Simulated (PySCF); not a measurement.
C6H8.

```xyz
14

C      2.9459     0.2114     0.0000
C      1.6913    -0.1594     0.0000
C      0.4319    -0.5266     0.0000
C     -0.7278     0.3943     0.0000
C     -1.9806     0.0142    -0.7472
C     -1.9806     0.0142     0.7472
H      3.4939     0.3722     0.9355
H      3.4939     0.3722    -0.9355
H      0.2063    -1.6024     0.0000
H     -0.4625     1.4551     0.0000
H     -2.5198     0.8064    -1.2729
H     -1.9863    -0.9496    -1.2640
H     -2.5198     0.8064     1.2729
H     -1.9863    -0.9496     1.2640
```
Charge 0, spin multiplicity 1.

The structure is a stationary point at PBE0-D3(BJ)/def2-SVP. Other conformers were not sampled.

The numbers are results of PBE/pcSseg-1 (PySCF), not measurements. Non-relativistic, no solvent.

Problem. Give the absolute GIAO shielding of each atom: isotropic value and principal components (ppm). (Estimate from the structure and the level; the computed values follow.)

Solution. 
```tsv
atom	σ(iso)	σ11	σ22	σ33	span
C1	101.5	19.3	124.6	160.7	141.4
C2	-40.8	-67.1	-43.5	-11.6	55.5
C3	79.1	-0.9	106.2	132.0	132.9
C4	164.7	135.4	150.2	208.5	73.0
C5	170.4	140.4	169.7	201.0	60.6
C6	170.4	140.4	169.7	201.0	60.6
H7	26.2	24.1	25.0	29.6	5.5
H8	26.2	24.1	25.0	29.6	5.5
H9	26.7	23.7	25.2	31.3	7.6
H10	30.0	23.8	28.3	38.0	14.2
H11	30.4	25.1	26.7	39.4	14.4
H12	31.0	25.8	28.3	38.8	13.0
H13	30.4	25.1	26.7	39.4	14.4
H14	31.0	25.8	28.3	38.8	13.0
```
